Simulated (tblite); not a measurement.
Run record: nudged-elastic-band run, `N#C[C@@H]1C[C@]1(Cl)C(Cl)Cl`.

Computed with GFN2-xTB (tblite), gas phase: nudged elastic band of 9 images (0 to 8), spring 0.2 eV/Å², climbing image at the end, force threshold 0.05 eV/Å. The top image wasn't refined or checked by frequencies; at this threshold it can lie a kcal/mol or more above the true saddle point of the method. The command runs a driver script over a list of jobs; the input below is this job's line of settings and its coordinates in Å. «atoms» counts from 0 and names the dihedral (Cl6–C5–C7–Cl8 when counted from 1); «turn» is the rotation in degrees that makes the guess of the end point.

Command:
```bash
OMP_NUM_THREADS=1 python probes_run.py task.json out
```

Input:
```
{"job": {"kind": "neb", "xc": "GFN2-xTB", "basis": "xTB", "atoms": [5, 4, 6, 7], "turn": 120}, "charge": 0, "multiplicity": 1}
N     -1.136507     2.493626    -1.017107
C     -1.075952     1.362406    -0.859039
C     -1.007717    -0.042623    -0.648654
C     -0.997738    -0.579082     0.764084
C      0.252925    -0.636572    -0.051657
Cl     0.763963    -2.203784    -0.666962
C      1.405534     0.267101     0.281468
Cl     2.428031     0.536405    -1.150969
Cl     2.376119    -0.444187     1.592566
H     -1.511492    -0.623549    -1.411709
H     -1.037061     0.128239     1.579531
H     -1.521617    -1.503645     0.950175
H      1.057124     1.246149     0.620544
```

Output:
```
image   E - E0 / eV
  0       0.0000
  1       0.0279
  2       0.1099
  3       0.2112
  4       0.2669
  5       0.2307
  6       0.1267
  7       0.0391
  8       0.0102
```

Problem. Read off the barriers.

Solution. The highest image is 4: 0.267 eV (6.16 kcal/mol) above the start and 0.257 eV (5.92 kcal/mol) above the end. The band met its force threshold.

Problem. Which dihedral does each image have?

Solution. 0: 58°, 1: 74°, 2: 92°, 3: 110°, 4: 129°, 5: 148°, 6: 166°, 7: -179°, 8: -165°.

Problem. Give the geometry of the highest image and of the end point.

Solution. 
Image 4:
```
atom  x, y, z in Å
N1     -1.173    2.276   -1.668
C2     -0.982    1.233   -1.238
C3     -0.893   -0.100   -0.742
C4     -1.083   -0.365    0.733
C5      0.243   -0.648    0.098
Cl6     0.566   -2.362   -0.197
C7      1.470    0.155    0.515
Cl8     1.688    1.639   -0.456
Cl9     2.977   -0.782    0.408
H10    -1.336   -0.810   -1.434
H11    -1.159    0.492    1.387
H12    -1.701   -1.202    1.021
H13     1.378    0.475    1.556
```

Image 8:
```
atom  x, y, z in Å
N1     -0.542    1.970   -2.063
C2     -0.659    1.004   -1.462
C3     -0.844   -0.217   -0.752
C4     -1.193   -0.199    0.718
C5      0.162   -0.655    0.287
Cl6     0.498   -2.386    0.369
C7      1.426    0.122    0.547
Cl8     1.108    1.830    0.911
Cl9     2.493    0.017   -0.885
H10    -1.279   -0.998   -1.366
H11    -1.271    0.759    1.211
H12    -1.882   -0.948    1.075
H13     1.978   -0.296    1.392
```

Problem. Estimate the wall time. Hardware: one thread of an Intel Xeon Platinum 8488C, shared host with 96 logical CPUs at a one-minute load of 9.1. And the peak memory of the process?

Solution. About 5.8 s, with 0.19 GiB resident at the peak, the Python interpreter and its libraries included.
